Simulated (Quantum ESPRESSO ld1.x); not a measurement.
Input file for ld1.x (Quantum ESPRESSO 7.5):

```
 &input
    zed=47.0,
    iswitch=1,
    rel=2,
    dft='RPBE',
    config='[Kr] 4d5 5p2',
    rel_dist='energy',
    verbosity='high',
    lsmall=.true.,
    prefix='ld1',
    max_out_wfc=37,
    file_charge='ld1.rho',
 /
```

Command: `OMP_NUM_THREADS=1 ld1.x < ld1.in > ld1.out`

Output (excerpt):

```
     Program LD1 v.7.5 starts

     --------------------------- All-electron run ----------------------------

     dirac relativistic calculation

     atomic number is 47.00
     dft =RPBE   lsd =0 sic =0 latt =0  beta=0.20 tr2=1.0E-14
     Exchange-correlation= RPBE
                           (   1   4  44   4   0   0   0)
     mesh =2057 r(mesh) =  99.27089 a.u. xmin = -8.00 dx = 0.00800
     1 Ry =  13.60569312 eV, c = 137.03599908

     n l j   nl                  e(Ry)          e(Ha)          e(eV)
     Spin orbit split results
     1 0 0.5 1S 1( 2.00)   -1866.182854177    -933.091427088 -25390.7112253
     2 0 0.5 2S 1( 2.00)    -279.416461924    -139.708230962  -3801.6546344
     2 1 0.5 2P 1( 2.00)    -259.999707938    -129.999853969  -3537.4762383
     2 1 1.5 2P 1( 4.00)    -247.117297315    -123.558648657  -3362.2021126
     3 0 0.5 3S 1( 2.00)     -55.655390739     -27.827695370   -757.2301670
     3 1 0.5 3P 1( 2.00)     -47.942863366     -23.971431683   -652.2958864
     3 1 1.5 3P 1( 4.00)     -45.665145699     -22.832572850   -621.3059588
     4 0 0.5 4S 1( 2.00)     -12.112285829      -6.056142915   -164.7960440
     4 1 0.5 4P 1( 2.00)      -9.615794813      -4.807897406   -130.8295534
     4 1 1.5 4P 1( 4.00)      -9.209225667      -4.604612833   -125.2978983
     3 2 1.5 3D 1( 4.00)     -32.043463812     -16.021731906   -435.9735352
     3 2 2.5 3D 1( 6.00)     -31.584212447     -15.792106224   -429.7251021
     4 2 1.5 4D 1( 4.00)      -5.269848845      -2.634924423    -71.6999462
     4 2 2.5 4D 1( 1.00)      -5.210592775      -2.605296387    -70.8937263
     5 1 0.5 5P 1( 2.00)      -2.880391388      -1.440195694    -39.1897213
     5 1 1.5 5P 1( 0.00)      -2.810530932      -1.405265466    -38.2392214
     Averaged results
     1 0     1S 1( 2.00)   -1866.182854177    -933.091427088 -25390.7112253
     2 0     2S 1( 2.00)    -279.416461924    -139.708230962  -3801.6546344
     2 1     2P 1( 6.00)    -251.411434189    -125.705717095  -3420.6268212
     3 0     3S 1( 2.00)     -55.655390739     -27.827695370   -757.2301670
     3 1     3P 1( 6.00)     -46.424384921     -23.212192461   -631.6359347
     4 0     4S 1( 2.00)     -12.112285829      -6.056142915   -164.7960440
     4 1     4P 1( 6.00)      -9.344748715      -4.672374358   -127.1417833
     3 2     3D 1(10.00)     -31.767912993     -15.883956496   -432.2244753
     4 2     4D 1( 5.00)      -5.234295203      -2.617147602    -71.2162142
     5 1     5P 1( 2.00)      -2.833817750      -1.416908875    -38.5560547

     final scf error:  5.5E-15 reached in  25 iterations

     Etot =  -10622.386160 Ry,   -5311.193080 Ha, -144524.926332 eV

     Ekin =   11118.771610 Ry,    5559.385805 Ha,  151278.594437 eV
     Encl =  -25538.677049 Ry,  -12769.338525 Ha, -347471.402700 eV
     Eh   =    4091.536180 Ry,    2045.768090 Ha,   55668.185666 eV
     Exc  =    -294.016902 Ry,    -147.008451 Ha,   -4000.303736 eV
```

Run on one thread of a shared host, so times are rough (Intel(R) Xeon(R) Processor @ 2.60GHz): 0.75 s of CPU time, 0.8 s wall, 25 iterations on 2057 mesh points.
